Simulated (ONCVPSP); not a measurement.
# u(r) = r·R(r): atom against pseudo-atom (hydrogen)

Columns: radius, all-electron u(r) and pseudo u(r) of the 1s shell (level -6.55 eV) of hydrogen in the configuration 1s1; PW91, scalar-relativistic, ONCV scheme, ONCVPSP 4.0.1.

```
r (bohr)  all-electron  pseudo
   0.053        0.0967  0.0792
   0.105        0.1817  0.1560
   0.158        0.2590  0.2319
   0.210        0.3264  0.3024
   0.262        0.3861  0.3676
   0.315        0.4398  0.4277
   0.368        0.4867  0.4813
   0.420        0.5269  0.5276
   0.473        0.5624  0.5686
   0.525        0.5923  0.6023
   0.578        0.6182  0.6298
   0.630        0.6396  0.6503
   0.683        0.6576  0.6657
   0.735        0.6719  0.6769
   0.788        0.6835  0.6859
   0.840        0.6921  0.6929
   0.893        0.6983  0.6985
   0.945        0.7022  0.7022
   0.998        0.7041  0.7041
   1.050        0.7042  0.7042
   1.102        0.7027  0.7027
   1.155        0.6996  0.6996
   1.208        0.6953  0.6953
   1.260        0.6898  0.6898
   1.313        0.6833  0.6832
   1.365        0.6759  0.6759
```

How many radial nodes do the two functions have?

The all-electron 1s function has n − l − 1 = 0; the pseudo-wave has 0.

At about which radius was the pseudo-wave matched?

1.05 bohr. The columns agree to 0.0005 from 0.89 bohr on; several derivatives are matched, so the curves merge somewhat inside the radius.

Where does each function peak?

Outermost all-electron maximum near 1.05 bohr, pseudo maximum near 1.05 bohr (to the table’s step).

Is the pseudo-wave norm-conserving?

Yes: the ONCV scheme keeps the norm inside the radius equal to the all-electron one, which fixes the energy derivative of the logarithmic derivative at the level.
